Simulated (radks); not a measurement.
Charge is removed step by step from the 4p3/2 level of the technetium ion Tc3+, starting from [Ar] 3d10 4s2 4p(1/2: 2, 3/2: 4) 4d4. Calculated with a radial shooting solver on a logarithmic mesh with Libxc functionals: Dirac Kohn-Sham, PBE, spin-unpolarised, spherical densities, point nucleus; open shells fill j = l - 1/2 first.

removed (e) = 0: E - E(0) (eV) 0.000; eigenvalue (eV) -74.272; E minus straight line (eV) 0.000
removed (e) = 0.125: E - E(0) (eV) 9.410; eigenvalue (eV) -76.292; E minus straight line (eV) -0.903
removed (e) = 0.25: E - E(0) (eV) 19.074; eigenvalue (eV) -78.331; E minus straight line (eV) -1.552
removed (e) = 0.375: E - E(0) (eV) 28.993; eigenvalue (eV) -80.387; E minus straight line (eV) -1.946
removed (e) = 0.5: E - E(0) (eV) 39.171; eigenvalue (eV) -82.460; E minus straight line (eV) -2.081
removed (e) = 0.625: E - E(0) (eV) 49.609; eigenvalue (eV) -84.550; E minus straight line (eV) -1.956
removed (e) = 0.75: E - E(0) (eV) 60.309; eigenvalue (eV) -86.655; E minus straight line (eV) -1.569
removed (e) = 0.875: E - E(0) (eV) 71.274; eigenvalue (eV) -88.777; E minus straight line (eV) -0.917
removed (e) = 1: E - E(0) (eV) 82.504; eigenvalue (eV) -90.913; E minus straight line (eV) 0.000

Removing the whole electron costs 82.504 eV by Delta-SCF, against 74.272 eV from minus the eigenvalue at the starting occupation. Slater's transition state (half an electron removed) gives 82.460 eV. Integrating minus the eigenvalue over the occupation (Janak's theorem) gives 82.504 eV. The mean slope of the eigenvalue, de/dn, is 16.6 eV per electron.
